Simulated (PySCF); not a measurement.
## A small calculation by hand: oscillator strength and radiative lifetime

Si(Br)(OH)(NH2)2 (BrH₅N₂OSi), SMILES Br[Si](N)(N)O.

Coordinates come from a PBE0-D3(BJ)/def2-SVP optimisation. This is a generated structure with no PubChem entry under its InChIKey; it may be hypothetical. Other conformers were not sampled.

TDA-PBE/def2-SVPD (PySCF 2.14.0) puts the first singlet state with f over 0.02 at 5.81 eV (vertical), with the transition dipole (0.119, -0.399, -0.183) in atomic units.

Question: Find the oscillator strength, the wavelength and the radiative lifetime that this transition would have in vacuum if emission retraced absorption.

Answer: 
|μ|² = 0.2069 au, so |μ| = 1.16 D. ΔE = 5.81/27.211 = 0.2135 hartree. f = (2/3) ΔE |μ|² = 0.029 (the program prints 0.029).
λ = 1239.84/5.81 = 213 nm; ν = 46861 cm⁻¹.
Einstein's coefficient A = 0.6670 ν² f s⁻¹ (ν in cm⁻¹) = 4.3e7 s⁻¹, so τ = 1/A = 23 ns. This state is S2; the lower singlet has f = 0.009. The figure is the radiative limit of this one transition; relaxation, internal conversion, crossing to triplets and a medium change what is measured.
